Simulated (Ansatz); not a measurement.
Geometry optimisation, RKS revPBE-D4/def2-SVP in Ansatz 0.2.0.

input.yaml

```yaml
crystal:
  periodic: [false, false, false]
  atoms:
    - { symbol: W, position_ang: [0.0, 0.0, 0.0] }
    - { symbol: Cl, position_ang: [1.1194, 0.0, 2.3356] }
    - { symbol: H, position_ang: [1.8219, 0.0, 0.6057] }
    - { symbol: Cl, position_ang: [0.0, 2.39, 0.0] }
    - { symbol: H, position_ang: [-1.72, 0.0, 0.0] }
    - { symbol: H, position_ang: [0.0, -1.72, 0.0] }
    - { symbol: H, position_ang: [0.0, 0.0, -1.72] }
basis:
  gaussian: { orbitals: def2-SVP }
hamiltonian:
  xc: revpbe
  dispersion: d4
relax:
  f_tol: 0.15
  max_steps: 25
  restrain:
    - { distance: [1, 2], at: 1.37, k: 30.0 }
    - { distance: [0, 1], at: 3.59, k: 30.0 }
    - { distance: [0, 2], at: 2.92, k: 30.0 }
```

Command:

```bash
$ ansatz run input.yaml --threads 1 --pin off --max-ram 2048MiB --backend cpu --events-out ev --progress --plain --runs-dir out
```

Q: Where does it end, and by what steps?

A: It converged. The restraints hold the end off the free minimum; the threshold counts their pulls, which the force column leaves out. Restrained pairs: Cl2–H3 (1.87 → 1.35 Å), W1–Cl2 (2.59 → 3.59 Å), W1–H3 (1.92 → 2.92 Å). After 17 steps the energy has fallen by 1.915 eV (the restraints' own energy left out); H3 moved furthest, 1.26 Å.

```csv
step,energy less start (eV),largest force component (eV/Å),accepted
0,0.0000,5.152,yes
1,0.1633,2.699,yes
2,0.3248,4.696,yes
3,-0.3000,4.581,yes
4,-1.3576,2.265,yes
5,-1.6375,1.133,yes
6,-1.7698,1.053,yes
7,-1.8334,0.918,yes
8,-1.8723,0.803,yes
9,-1.8810,0.923,yes
10,-1.8886,0.855,yes
11,-1.8974,0.778,yes
12,-1.8836,1.068,no
13,-1.9027,0.775,yes
14,-1.9079,0.729,yes
15,-1.9006,0.939,yes
16,-1.8813,1.151,no
17,-1.9148,0.648,yes
```

```xyz
7
Properties=species:S:1:pos:R:3
W -0.152 0.227 -0.720
Cl 1.394 0.156 2.520
H 1.426 -0.755 1.529
Cl -0.058 2.375 -0.104
H -1.425 -0.102 0.325
H 0.731 -1.080 -0.021
H -0.694 -0.151 -2.309
```

Run time: 43 s on 1 thread of Intel(R) Xeon(R) 6975P-C (Granite Rapids), on a shared host, peak memory 0.17 GiB.
